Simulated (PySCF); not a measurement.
Working out the excitation energy of F

F [He] 2s2 2p5 (2P) → F [He] 2s1 2p6 (2S). All numbers are calculated (PySCF 2.14, the non-relativistic Hamiltonian (point nucleus), in aug-cc-pwCVTZ). Frozen: nothing. Energies in hartree (1 hartree = 27.21139 eV):

```
             part   F (lower)   F (upper)
              UHF  -99.406944  -98.528803
MP2 opposite-spin   -0.206706   -0.268531
    MP2 same-spin   -0.059284   -0.073384
```

Task: What does Hartree-Fock give?

Result: (-98.528803) − (-99.406944) = 0.878141 hartree = 23.895 eV.

Task: What do MP2 and SCS-MP2 (6/5 opposite-spin, 1/3 same-spin) give?

Result: The opposite-spin parts differ by -1.682 eV and the same-spin parts by -0.384 eV. MP2: 23.895 + (-1.682) + (-0.384) = 21.829 eV. SCS-MP2: 23.895 + 1.2 × (-1.682) + (-0.384)/3 = 21.749 eV.

The upper state lies above the first ionisation limit, where it may autoionise and the basis confines it.
